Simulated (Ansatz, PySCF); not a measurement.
C3HBrClF, SMILES FC=C=C(Cl)Br.

The structure is a stationary point at ωB97X-D3(BJ)/def2-SVP. The structure was generated by enumeration, and PubChem lists no compound with its InChIKey, so it may never have been made.

Vertical ionisation energy (IE) and electron affinity (EA) in eV. Rows of orbital energies are one-electron estimates. Where ΔSCF, EOM or ADC give a negative EA the extra electron is unbound and the value depends on the basis.

```
level                                                                       IE     EA
------------------------------------------------------------------------  ----  -----
−ε(HOMO), −ε(LUMO), PBE0/def2-TZVP (PySCF)                                7.79   1.31
−ε(HOMO), −ε(LUMO), PBE/def2-TZVP (PySCF)                                 6.60   2.23
ΔSCF, CAM-B3LYP/def2-SVPD (Ansatz), final states of multiplicity 2 and 2  9.95  -0.30
ΔSCF, PBE/def2-SVPD (Ansatz), final states of multiplicity 2 and 2         ___    ___
```

Question: Complete the blanks. (An estimate is asked for; the answer gives what the named calculation found.)

Answer: 
- ΔSCF, PBE/def2-SVPD (Ansatz, a quantum-chemistry and plane-wave program), final states of multiplicity 2 and 2, IE: 9.54
- ΔSCF, PBE/def2-SVPD (Ansatz), final states of multiplicity 2 and 2, EA: -0.13

Question: What vertical singlet–triplet gap does ΔSCF give with CAM-B3LYP/def2-SVPD (Ansatz) and with PBE/def2-SVPD (Ansatz)? (An estimate is asked for; the answer gives what the named calculation found.)

Answer: 3.90 and 3.82 eV (triplet above singlet where positive).
